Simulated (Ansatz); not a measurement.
Task: Name a neutral molecule of As, C, N, Si and H with HOMO energy (PBE0/def2-TZVPP) between -7.10 and -6.80 eV and size of the dipole moment (ωB97M-V/def2-TZVPP) between 0.40 and 0.70 D (Ansatz, PBE0-D4/def2-TZVP geometry).

Result: `CN([SiH3])[AsH2]` (-6.86 eV, 0.65 D); `C[AsH]N[SiH3]` (-6.98 eV, 0.69 D). Other molecules can fit too; these were computed, each in one conformer that needn't be the lowest.
